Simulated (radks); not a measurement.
The numbers below are computed, except where a source is named.
Problem. The sulfur ion S+, [Ne] 3s2 3p3. Level of theory: non-relativistic Kohn-Sham, LDA (Slater exchange, Perdew-Wang correlation), spin-polarised, spherical densities, point nucleus (a radial shooting solver on a logarithmic mesh with Libxc functionals). Every spin shell is full or empty, so the densities are truly spherical. Functionals are evaluated on that one density, not self-consistently. Rank these exchange functionals by their error against the exact value of the orbitals, and give that value: LDA, PBEsol, revPBE, G96, revTPSS, SCAN, r2SCAN, TASK.

Solution. Exact: -24.7103 hartree. From best to worst, with 100 (|E| - |E exact|)/|E exact| (equal figures are ties): r2SCAN +0.03, G96 +0.09, revPBE -0.11, SCAN +0.29, revTPSS -0.45, TASK -2.97, PBEsol -3.48, LDA -7.94.
